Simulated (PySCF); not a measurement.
C3H3, SMILES [CH]1[CH][CH]1 (connectivity only; charge and spin as stated), neutral, multiplicity 2. Geometry: B3LYP-D3(BJ)/def2-TZVP.

Calculation: B3LYP-D3(BJ)/def2-TZVP run with PySCF.

Harmonic wavenumbers (cm⁻¹): 610, 692, 885, 917, 974, 983, 1040, 1236, 1663, 3063, 3244, 3288. Rotational constants (GHz): 32.15, 26.83, 15.04; symmetry number 1.

Problem. Work out the zero-point energy and the ideal-gas rigid-rotor harmonic-oscillator thermochemistry at 298.15 K and 1 atm.

Solution. ZPE = ½ Σ hcν = ½ × 18595 cm⁻¹ = 111.23 kJ/mol. H − E(el) = 122.47 kJ/mol. Entropy in J/(mol K): translation 154.45, rotation 86.79, vibration 5.66, spin 5.76, total 252.66. G − E(el) = 47.14 kJ/mol. Cp = 50.89 J/(mol K).
